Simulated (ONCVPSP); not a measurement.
# P (Z = 15): ONCV pseudisation with PBE, scalar-relativistic reference atom.

```
Element                 : phosphorus
Generator               : ONCVPSP 4.0.1
Type                    : optimised norm-conserving Vanderbilt (ONCV)
Functional              : PBE
Relativity              : scalar-relativistic
Frozen core             : [He]
Valence charge          : 13
Reference configuration : 2s2 2p6 3s2 3p3
Partial waves           : 2s+3s: rc 1.05 bohr, ncon 4, nbas 8, qcut 13.6 1/bohr, 2 projectors; 2p+3p: rc 0.95 bohr, ncon 4, nbas 7, qcut 17.3 1/bohr, 2 projectors; d scattering state at 0.46 Ha: rc 0.90 bohr, ncon 4, nbas 9, qcut 10.5 1/bohr, local
Local potential         : the d channel
Core correction         : polynomial model core, fcfact 0.3
```

* Cutoffs needed: 106 Ha and 120 Ha (the cutoffs (Ha) at which the residual kinetic energy of the hardest occupied pseudo-wave falls to 1 and 0.1 mHa per electron)
* Ghost test: no bound ghost flagged; no localised positive-energy state flagged
* Largest excitation error: -675 meV (all-electron minus pseudo) for 2s1 2p6 3s2 3p3, out of 4 test configurations
* rms error of d²Exc/dni dnj: 1.56 mHa without and 2.04 mHa with the model core
